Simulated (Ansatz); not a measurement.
Start from `[SiH3][S][GeH3]` and change one element to get `[SiH3][O][GeH3]`.

Ansatz, PBE0-D4/def2-TZVP geometries, multiplicity 1. 

Scalar relativity is left out up to krypton.

```
                                        property  `[SiH3][S][GeH3]`
              LUMO energy (PBE0/def2-TZVPP) / eV              -0.25
             HOMO energy (B3LYP/def2-TZVPP) / eV              -7.13
  zero-point energy (PBE0-D4/def2-TZVP) / kJ/mol              132.3
             HOMO–LUMO gap (PBE/def2-TZVPP) / eV               5.06
             LUMO energy (B3LYP/def2-TZVPP) / eV              -0.48
size of the dipole moment (B3LYP/def2-TZVPP) / D               1.12
```

Task: Give the same properties after the change, and the shifts. (An estimate is asked.)

Result: Ansatz gave: 
```json
{"property": "LUMO energy (PBE0/def2-TZVPP) / eV", "`[SiH3][O][GeH3]`": "-0.25", "shift": "0.00"}
{"property": "HOMO energy (B3LYP/def2-TZVPP) / eV", "`[SiH3][O][GeH3]`": "-8.25", "shift": "-1.12"}
{"property": "zero-point energy (PBE0-D4/def2-TZVP) / kJ/mol", "`[SiH3][O][GeH3]`": "138.5", "shift": "6.2"}
{"property": "HOMO–LUMO gap (PBE/def2-TZVPP) / eV", "`[SiH3][O][GeH3]`": "5.89", "shift": "0.83"}
{"property": "LUMO energy (B3LYP/def2-TZVPP) / eV", "`[SiH3][O][GeH3]`": "-0.48", "shift": "0.00"}
{"property": "size of the dipole moment (B3LYP/def2-TZVPP) / D", "`[SiH3][O][GeH3]`": "1.25", "shift": "0.13"}
```

Dipoles are sizes alone; their direction can turn.

B3LYP here is the variant with VWN-RPA as its local correlation; programs differ in this.
